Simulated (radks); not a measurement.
Task: Er3+, 65 electrons, occupied as [Xe] 4f9.5 5d1.5 (fractional occupations, a model configuration). Method: Dirac Kohn-Sham, LDA (Slater exchange, Perdew-Wang correlation), spin-unpolarised, spherical densities, finite nucleus; open shells are shared between the two j in proportion to 2j + 1; Fermi nuclear charge, rms radius 5.2516 fm; computed with a radial shooting solver on a logarithmic mesh with Libxc functionals. Some entries of the table are withheld. Estimate them.

orbital,occ.,eigenvalue (hartree),<1/r> (bohr^-1),<r> (bohr)
1s1/2,2,-2105.278,77.48,0.02039
2s1/2,2,-354.9680,18.63,0.08596
2p1/2,2,-338.3411,18.62,0.07150
2p3/2,4,-304.6922,16.15,0.07878
3s1/2,2,(1),6.816,0.2252
3p1/2,2,(2),6.737,0.2148
3p3/2,4,(3),6.104,0.2285
3d3/2,4,-53.94038,5.992,0.2014
3d5/2,6,-52.39629,5.837,0.2056
4s1/2,2,-17.32952,2.866,0.5069
4p1/2,2,-14.39773,2.760,0.5152
4p3/2,4,-12.78516,2.541,0.5464
4d3/2,4,-7.93896,2.327,0.5721
4d5/2,6,-7.64302,2.273,0.5829
5s1/2,2,-3.25368,1.118,1.201
5p1/2,2,-2.40267,1.002,1.325
5p3/2,4,-2.16371,0.9259,1.416
4f5/2,4.07143,-1.75979,1.793,(4)
4f7/2,5.42857,-1.71338,1.771,(5)
5d3/2,0.6,-1.04757,0.6651,1.929
5d5/2,0.9,-1.02400,0.6503,1.968

Result: 
(1) 3s1/2 eigenvalue (hartree): -80.91978
(2) 3p1/2 eigenvalue (hartree): -73.59622
(3) 3p3/2 eigenvalue (hartree): -66.53414
(4) 4f5/2 <r> (bohr): 0.7123
(5) 4f7/2 <r> (bohr): 0.7217
